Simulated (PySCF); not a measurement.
Isomers of C7H6ClN, mass 139.019 u with the commonest isotopes. Level of theory: PBE0/def2-SVPD in PySCF (dipole) on a GFN2-xTB geometry, gas phase. One conformer each, none proved a minimum here; rigid rotors.

**Question.** Order these by radius of gyration √(Σ m r²/M), smallest first.
A. `[Cl:1]/[CH:2]=[CH:3]/[c:4]1[cH:5][cH:6][cH:7][cH:8][n:9]1` with C2–C3–C4–C5 180°
B. `[CH2:1]=[N:2][c:3]1[cH:4][cH:5][cH:6][c:7]([Cl:8])[cH:9]1` with C1–N2–C3–C4 136°
C. `[H]/[N:1]=[CH:2]\[c:3]1[cH:4][cH:5][cH:6][cH:7][c:8]1[Cl:9]` with N1–C2–C3–C4 0°

**Answer.** C (2.149 Å), B (2.279 Å), A (2.582 Å).

**Question.** Order these by dipole moment, smallest first.
A. `[Cl:1]/[CH:2]=[CH:3]/[c:4]1[cH:5][cH:6][cH:7][cH:8][n:9]1` with C2–C3–C4–C5 180°
B. `[CH2:1]=[N:2][c:3]1[cH:4][cH:5][cH:6][c:7]([Cl:8])[cH:9]1` with C1–N2–C3–C4 136°
C. `[H]/[N:1]=[CH:2]\[c:3]1[cH:4][cH:5][cH:6][cH:7][c:8]1[Cl:9]` with N1–C2–C3–C4 0°

**Answer.** B (1.61 D), A (3.00 D), C (3.62 D).

**Question.** Order these by rotational constant B, smallest first.
A. `[Cl:1]/[CH:2]=[CH:3]/[c:4]1[cH:5][cH:6][cH:7][cH:8][n:9]1` with C2–C3–C4–C5 180°
B. `[CH2:1]=[N:2][c:3]1[cH:4][cH:5][cH:6][c:7]([Cl:8])[cH:9]1` with C1–N2–C3–C4 136°
C. `[H]/[N:1]=[CH:2]\[c:3]1[cH:4][cH:5][cH:6][cH:7][c:8]1[Cl:9]` with N1–C2–C3–C4 0°

**Answer.** A (606.9 MHz), B (964.2 MHz), C (1535 MHz).

```json
{"SMILES": "Cl/C=C/c1ccccn1", "point group": "Cs", "Ia (u·Å²)": "94.26", "Ib (u·Å²)": "832.68", "Ic (u·Å²)": "926.94", "κ": "-0.97", "μa (D)": "2.76", "μb (D)": "1.16", "μc (D)": "0.00"}
{"SMILES": "C=Nc1cccc(Cl)c1", "point group": "C1", "Ia (u·Å²)": "202.56", "Ib (u·Å²)": "524.15", "Ic (u·Å²)": "717.79", "κ": "-0.71", "μa (D)": "1.25", "μb (D)": "0.05", "μc (D)": "1.03"}
{"SMILES": "[H]/N=C\\c1ccccc1Cl", "point group": "Cs", "Ia (u·Å²)": "313.05", "Ib (u·Å²)": "329.20", "Ic (u·Å²)": "642.25", "κ": "0.81", "μa (D)": "3.55", "μb (D)": "0.74", "μc (D)": "0.00"}
```
